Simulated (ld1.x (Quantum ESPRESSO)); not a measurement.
**Which change was made? (Al, RRKJ)**

ld1.x (Quantum ESPRESSO) 7.5 input, shortened:

```
&input
   title='Al', zed=13., rel=1, dft='BP', iswitch=3,
   config='[Ne] 3s2 3p1'
 /
 &inputp
   pseudotype=2, tm=.false., rho0=0.02, lloc=1,
   nlcc=.false.
 /
2
2S  1  0   2.00   0.00  0.75  0.75  0.0
2P  2  1   6.00   0.00  0.80  0.80  0.0
 &test
   configts(1)='2s2 2p6 3s2 3p1'
 /
```

Occupied shells without a wave of their own: 3p, 3s. They enter only through the test configuration that unscreens the potential.

Cutoffs, loose and tight: the cutoffs (Ry, on a coarse ladder) from which the occupation-weighted sum of valence levels, in a spherical-Bessel basis at the reference potential, stays within 10 and 1 mRy of its value at 400 Ry. They do not see the model core or the augmentation charge, which bear on the density cutoff. Test errors are all-electron minus pseudo excitation energies from the reference, over the configurations 2s2 2p6 3s2 3p0; 2s2 2p6 3s1 3p0; 2s2 2p6 3s0 3p0; 2s1 2p6 3s2 3p1; 2s2 2p6 3s1 3p1; 2s2 2p6 3s2 3p0.5; 2s2 2p6 3s2 3p1.3; variants that change the core or the reference have their own tests.

The base gives: outcome: generated; cutoff, loose: 300 Ry; cutoff, tight: over 300 Ry; bound ghosts: none; largest test error (meV): +593.

(1) After one change the result is: outcome: generated; cutoff, loose: 10 Ry; cutoff, tight: 30 Ry; bound ghosts: none; largest test error (meV): +9.4. Which change was it?
A. core [Ne], valence charge 3; reference 3s1 3p0; waves now 3s (bound): rc 1.50 bohr; 3p (bound): rc 2.25 bohr; local potential all-electron potential smoothed inside 1.50 bohr (lloc = -1)
B. local potential the s channel
C. core [Ne], valence charge 3; reference 3s2 3p1; waves now 3p (bound): rc 1.90 bohr; 3s (bound): rc 1.65 bohr; local potential the s channel; core correction Bessel-smoothed model core inside 0.80 bohr
D. reference 2s2 2p6 3s1.75 3p1.25
E. wave 2p (bound): rc 0.80 bohr becomes 2p (bound): rc 0.54 bohr

Results:

(1) C. The others give: core [Ne], valence charge 3; reference 3s1 3p0; waves now 3s (bound): rc 1.50 bohr; 3p (bound): rc 2.25 bohr; local potential all-electron potential smoothed inside 1.50 bohr (lloc = -1) → outcome: failed: compute_chi: n is too large | reference 2s2 2p6 3s1.75 3p1.25 → outcome: generated; cutoff, loose: 300 Ry; cutoff, tight: over 300 Ry; bound ghosts: none; largest test error (meV): +276 | wave 2p (bound): rc 0.80 bohr becomes 2p (bound): rc 0.54 bohr → outcome: generated; cutoff, loose: over 300 Ry; cutoff, tight: over 300 Ry; bound ghosts: none; largest test error (meV): +115 | local potential the s channel → outcome: generated; cutoff, loose: 230 Ry; cutoff, tight: 300 Ry; bound ghosts: none; largest test error (meV): -390.
